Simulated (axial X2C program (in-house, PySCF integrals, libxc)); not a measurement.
Bond lengths and stretching modes, held linear, of STaS

Calculated with an in-house all-electron X2C program for linear molecules (integrals from PySCF): two-component X2C with atomic mean-field Coulomb and Gaunt terms, Gaussian nuclei, basis S dyall-av3z, Ta dyall-v3z with contracted cores. Spin-free rows use the one-electron spin-free X2C Hamiltonian.

Masses S 31.972, Ta 180.948, S 31.972 u. States: 2c Ω = 1/2 (beyond evenly filled blocks: ω = 1/2); spin-free M_S = 1/2, Λ = 0 (beyond evenly filled blocks: σα).

TPSSh, spin-free: energies above the lowest point

```json
{"r(S–Ta) (Å)": "2.1450", "r(Ta–S) (Å)": "2.1450", "E (meV)": "117.71"}
{"r(S–Ta) (Å)": "2.1450", "r(Ta–S) (Å)": "2.2000", "E (meV)": "53.25"}
{"r(S–Ta) (Å)": "2.1450", "r(Ta–S) (Å)": "2.2550", "E (meV)": "68.15"}
{"r(S–Ta) (Å)": "2.2000", "r(Ta–S) (Å)": "2.1450", "E (meV)": "53.25"}
{"r(S–Ta) (Å)": "2.2000", "r(Ta–S) (Å)": "2.2000", "E (meV)": "0.00"}
{"r(S–Ta) (Å)": "2.2000", "r(Ta–S) (Å)": "2.2550", "E (meV)": "25.22"}
{"r(S–Ta) (Å)": "2.2000", "r(Ta–S) (Å)": "2.3100", "E (meV)": "112.92"}
{"r(S–Ta) (Å)": "2.2550", "r(Ta–S) (Å)": "2.1450", "E (meV)": "68.15"}
{"r(S–Ta) (Å)": "2.2550", "r(Ta–S) (Å)": "2.2000", "E (meV)": "25.22"}
{"r(S–Ta) (Å)": "2.2550", "r(Ta–S) (Å)": "2.2550", "E (meV)": "59.88"}
{"r(S–Ta) (Å)": "2.3100", "r(Ta–S) (Å)": "2.2000", "E (meV)": "112.92"}
{"r(S–Ta) (Å)": "2.3100", "r(Ta–S) (Å)": "2.3100", "E (meV)": "260.42"}
```

Problem. Fit a quadratic surface with cubic terms in each bond: where is the minimum, and what are the two stretching wavenumbers?

Solution. At TPSSh, spin-free: bonds 2.207 and 2.207 Å; harmonic stretches 489.4 and 502.4 cm⁻¹; force constants 4.01, 4.01 and coupling 0.50 mdyn/Å.

The other levels and Hamiltonians give:

```csv
Hamiltonian,level,r(S–Ta) (Å),r(Ta–S) (Å),lower stretch (cm⁻¹),upper stretch (cm⁻¹)
2c,TPSSh,2.207,2.207,490.1,491.2
```

Each state is one determinant, the lowest of a limited PBE0 search; the stretches come from a fit to these few points and carry an uncertainty of a few per cent. Other orders of the atoms were not compared. Left out for rough or failed fits: PBE0 2c, HF 2c, MP2 2c, PBE0 spin-free, HF spin-free, MP2 spin-free. The molecule was held linear; bending was not examined, so a bent shape may lie lower.
